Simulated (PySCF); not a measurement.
Steps of a relaxation of [Lu(NH2)4]−

[Lu(NH2)4]− (singlet in the valence; each metal's 4f electrons, 14 of them, lie in its core potential, out of spins and levels; a saddle point, relaxed within its symmetry). PySCF 2.14.0, RKS PBE0, Lu lcecp-1-SVP with ECP60, N def2-SVP, H def2-SVP; non-relativistic Hamiltonian with scalar-relativistic core potentials where named; density fitting; no spin-orbit coupling. Origin of the start: template. Columns: position (Å) and force (eV/Å). Energies are counted from the last step; some of the 11 steps are shown. Forces carry noise of the integration grid, about 0.01 to 0.03 eV/Å.

Run from Python with OMP_NUM_THREADS=2. Where DIIS fails, smearing, a level shift and second-order steps follow.
It took 65 s on 2 threads of Arm Neoverse V2 (shared host), from the converged density of the start.

```xyz
13
step 0  E = 0.139 eV
Lu    0.0000    0.0000    0.0000     0.00    0.00    0.00
N     1.2705    1.2705    1.2705    -0.44   -0.08   -0.08
H     1.6111    1.0242    2.1980     0.14    0.21    0.00
H     1.6111    2.1980    1.0242     0.14    0.00    0.21
N    -1.2705   -1.2705    1.2705     0.44    0.08   -0.08
H    -1.6111   -1.0242    2.1980    -0.14   -0.21    0.00
H    -1.6111   -2.1980    1.0242    -0.14    0.00    0.21
N     1.2705   -1.2705   -1.2705    -0.44    0.08    0.08
H     1.6111   -2.1980   -1.0242     0.14    0.00   -0.21
H     1.6111   -1.0242   -2.1980     0.14   -0.21    0.00
N    -1.2705    1.2705   -1.2705     0.44   -0.08    0.08
H    -1.6111    2.1980   -1.0242    -0.14    0.00   -0.21
H    -1.6111    1.0242   -2.1980    -0.14    0.21    0.00
```

```xyz
13
step 3  E = 0.031 eV
Lu    0.0000    0.0000    0.0000     0.00    0.00    0.00
N     1.1864    1.3133    1.3133    -0.09    0.00    0.00
H     1.6417    1.0426    2.1829     0.01   -0.06    0.09
H     1.6417    2.1829    1.0426     0.01    0.09   -0.06
N    -1.1864   -1.3133    1.3133     0.09    0.00    0.00
H    -1.6417   -1.0426    2.1829    -0.01    0.06    0.09
H    -1.6417   -2.1829    1.0426    -0.01   -0.09   -0.06
N     1.1864   -1.3133   -1.3133    -0.09    0.00    0.00
H     1.6417   -2.1829   -1.0426     0.01   -0.09    0.06
H     1.6417   -1.0426   -2.1829     0.01    0.06   -0.09
N    -1.1864    1.3133   -1.3133     0.09    0.00    0.00
H    -1.6417    2.1829   -1.0426    -0.01    0.09    0.06
H    -1.6417    1.0426   -2.1829    -0.01   -0.06   -0.09
```

```xyz
13
step 7  E = 0.003 eV
Lu    0.0000    0.0000    0.0000     0.00    0.00    0.00
N     1.0788    1.3603    1.3603     0.00   -0.04   -0.04
H     1.4950    1.1042    2.2559     0.00    0.04    0.00
H     1.4950    2.2559    1.1042     0.00    0.00    0.04
N    -1.0788   -1.3603    1.3603     0.00    0.04   -0.04
H    -1.4950   -1.1042    2.2559     0.00   -0.04    0.00
H    -1.4950   -2.2559    1.1042     0.00    0.00    0.04
N     1.0788   -1.3603   -1.3603     0.00    0.04    0.04
H     1.4950   -2.2559   -1.1042     0.00    0.00   -0.04
H     1.4950   -1.1042   -2.2559     0.00   -0.04    0.00
N    -1.0788    1.3603   -1.3603     0.00   -0.04    0.04
H    -1.4950    2.2559   -1.1042     0.00    0.00   -0.04
H    -1.4950    1.1042   -2.2559     0.00    0.04    0.00
```

Problem. Where does the relaxation end?

Solution. It converges at step 10 in D2d:
```xyz
13
step 10  E = 0
Lu    0.0000    0.0000    0.0000
N     1.0710    1.3620    1.3620
H     1.4588    1.1278    2.2760
H     1.4588    2.2760    1.1278
N    -1.0710   -1.3620    1.3620
H    -1.4588   -1.1278    2.2760
H    -1.4588   -2.2760    1.1278
N     1.0710   -1.3620   -1.3620
H     1.4588   -2.2760   -1.1278
H     1.4588   -1.1278   -2.2760
N    -1.0710    1.3620   -1.3620
H    -1.4588    2.2760   -1.1278
H    -1.4588    1.1278   -2.2760
```

Problem. How did the contacts change?

Solution. 
| contact | start (Å) | end (Å) |
| --- | --- | --- |
| Lu1–N2 (NH2) | 2.201 | 2.204 |
| Lu1–N5 (NH2) | 2.201 | 2.204 |
| Lu1–N8 (NH2) | 2.201 | 2.204 |
| Lu1–N11 (NH2) | 2.201 | 2.204 |


An lcecp potential fixes the number of 4f electrons, so in runs with it no electron can move into or out of that shell.
